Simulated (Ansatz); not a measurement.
Reaction (formal hydrolysis of the Si–C bond): `C=C[SiH](C)O` + H₂O → `C[SiH](O)O` + ethylene

Program: Ansatz. Geometries: PBE0-D4/def2-TZVP. ΔE: electronic, gas phase. CCSD(T)/CBS adds triple-zeta CCSD(T) − MP2 to the extrapolated MP2 energy (def2 sets, frozen cores). This one scheme is used for every species. Functionals use def2-TZVPP. HSE06 is defined as in plane-wave codes. One conformer a species, not always the lowest.

(1) Is it downhill or uphill in electronic energy at CCSD(T)/CBS, and by how much? (An estimate is asked.)

(2) What do these levels give: revPBE-D4, PBE0-D4, r2SCAN0-D4, HSE06-D4, BHLYP-D4, ωB97X-V, PBE-QIDH, BLYP, CAM-B3LYP, HF/def2-TZVPP, HF/CBS(def2), MP2/CBS(def2)? (Best estimate.)

Largest T1 diagnostic among the species: 0.011.

Answers

(1) The calculation gave: Downhill: ΔE = -108.9 kJ/mol.

(2) The calculation gave: revPBE-D4 -97.8, PBE0-D4 -104.3, r2SCAN0-D4 -113.0, HSE06-D4 -104.2, BHLYP-D4 -117.0, ωB97X-V -112.3, PBE-QIDH -110.5, BLYP -117.9, CAM-B3LYP -122.0, HF/def2-TZVPP -129.5, HF/CBS(def2) -130.0, MP2/CBS(def2) -108.4 kJ/mol.

Leaving LDA and LC-ωPBE aside and taking each functional with its dispersion term where it has one, the values, not all of them listed here, spread over 19.7 kJ/mol, from CAM-B3LYP-D4 to revPBE-D4. The D4 term adds +7.3 kJ/mol with B3LYP and +4.3 kJ/mol with PBE0; it sums over pairs of atoms, weighted by their polarisabilities, and B3LYP, whose exchange is more repulsive, gets the larger term.

B3LYP here is the variant with VWN-RPA as its local correlation; programs differ in this.
